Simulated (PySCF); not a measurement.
## SiOs: one state, many levels of theory

State: ³Σ⁻ (triplet), unpaired electrons δ ↑↑. Set-up: Si def2-TZVPP, Os def2-TZVPP with ECP60; scalar-relativistic core potentials (PySCF 2.14). De refers to Si + Os (5d6 6s2) in their high-spin ground configurations, without counterpoise correction. The functionals are run spin-unrestricted. A positive dipole means Si(−)Os(+). Levels whose curve was spin-contaminated or gave no clean fit are not listed.

| Level | Re (Å) | ωe (cm⁻¹) | De (eV) | μ (D) | CPU s a point (SCF and correlation, without the integrals) |
| --- | --- | --- | --- | --- | --- |
| ROHF | 2.089 | 570 | n/a | 1.23 | 1.7 |
| ROHF-MP2 | 2.113 | 587 | n/a | n/a | 3.3 |
| ROHF-SCS-MP2 | 2.113 | 583 | n/a | n/a | n/a |
| ROHF-CCSD | 2.116 | 546 | 3.73 | n/a | n/a |
| ROHF-CCSD(T) | 2.137 | 520 | 4.38 | n/a | 220 |
| PBE | 2.135 | 516 | n/a | 0.19 | 3.2 |
| revPBE | 2.142 | 508 | n/a | 0.27 | 2.3 |
| M06 | 2.123 | 515 | n/a | -0.11 | 4.6 |

The bond length runs from 2.089 Å (ROHF) to 2.142 Å (revPBE).

Correlated steps freeze 5 core orbitals. De is left out where the level can put another filling of the metal’s s and d shells below the measured ground configuration, by anything from nothing to about 1 eV. These are scalar-relativistic numbers at best; spin–orbit coupling would shift them, the dissociation energy most. The CCSD T1 diagnostic is raised, a sign that a single reference may not be enough here. UHF is strongly spin-contaminated for SiOs, so the ROHF reference used there is far from stable. The state is the lowest single determinant that the PBE0 search found; with open d or f shells the true ground state can be another one.

The whole job (state search and all levels along the bond) took about 25 min on 2 threads of Arm Neoverse V1 (shared host), peak memory 3.9 GiB.
